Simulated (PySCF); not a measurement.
**Correlation energy of Cl³⁺ (chlorine, charge +3)**

[Ne] 3s2 3p2, high-spin 3P determinant. All numbers are calculated (PySCF 2.14, the spin-free X2C one-electron Hamiltonian (Gaussian nucleus), in x2c-TZVPPall (5s5p3d1f, 42 functions)). Frozen: 1s2; 12 electrons correlated.

| level | correlation energy (mhartree) |
| --- | --- |
| CCSD | -255.14 |
| (T) | -3.41 |
| CCSD(T) | -258.55 |

Diagnostics: T1 = 0.0049, D1 = 0.0212, largest double amplitude 0.098.

Cost of the coupled-cluster step: about 3 core-seconds, for 12 correlated electrons.

Iterations:

```
CC2 = 0
CCSD nocc = (np.int64(7), np.int64(5)), nmo = (41, 41)
frozen orbitals [[0], [0]]
max_cycle = 100
direct = 0
conv_tol = 1e-08
conv_tol_normt = 1e-06
diis_space = 8
diis_start_cycle = 0
Init t2, MP2 energy = -0.234071354516095
Init E_corr(UCCSD) = -0.234071354524542
cycle = 1  E_corr(UCCSD) = -0.248719401621286  dE = -0.0146480471  norm(t1,t2) = 0.0413524
cycle = 2  E_corr(UCCSD) = -0.252855066248781  dE = -0.00413566463  norm(t1,t2) = 0.015693
cycle = 3  E_corr(UCCSD) = -0.255152462465287  dE = -0.00229739622  norm(t1,t2) = 0.00694332
cycle = 4  E_corr(UCCSD) = -0.255131707587768  dE = 2.07548775e-05  norm(t1,t2) = 0.00104903
cycle = 5  E_corr(UCCSD) = -0.255135388451819  dE = -3.68086405e-06  norm(t1,t2) = 0.000132213
cycle = 6  E_corr(UCCSD) = -0.255137330945195  dE = -1.94249338e-06  norm(t1,t2) = 3.24292e-05
cycle = 7  E_corr(UCCSD) = -0.255136780698129  dE = 5.50247066e-07  norm(t1,t2) = 5.80845e-06
cycle = 8  E_corr(UCCSD) = -0.25513685907335  dE = -7.83752209e-08  norm(t1,t2) = 8.30478e-07
cycle = 9  E_corr(UCCSD) = -0.255136838282507  dE = 2.07908433e-08  norm(t1,t2) = 1.55697e-07
cycle = 10  E_corr(UCCSD) = -0.255136840612788  dE = -2.33028069e-09  norm(t1,t2) = 3.56843e-08
UCCSD converged
E(UCCSD) = -458.4502305192574  E_corr = -0.2551368406127876
UCCSD(T) correction = -0.00341450280844768
```

This basis was not built for core-valence correlation, so the inner-shell part is incomplete.
